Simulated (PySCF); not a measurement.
All values below come from B3LYP-D3(BJ)/def2-TZVP (PySCF). Isolated molecules, 0 K electronic values unless said otherwise. One relaxed conformer stands for a flexible species; it need not be the lowest. B3LYP has the VWN-RPA correlation part, as in Gaussian. Delta-SCF ions had no search for a lower state. Excitations are Tamm–Dancoff values on a coarser integration grid. The basis has no diffuse functions, so Rydberg states are missing or too high.

Reference species (SMILES): `[SiH3][SiH2][Si@@H]([SiH3])Cl` (Si–Si–Si–Cl torsion 52°) (neutral, multiplicity 1).

T1 excitation (TDA): 4.83 eV
vertical ionisation energy (Delta-SCF): 9.22 eV

Changed species: `[SiH3][Si]([SiH3])(Cl)[SiH3]`.

Task: Give the shifts of the T1 excitation (TDA) and vertical ionisation energy (Delta-SCF).

Result: the T1 excitation (TDA) hardly moves; the vertical ionisation energy (Delta-SCF) rises by 0.20 eV, to 9.42 eV.
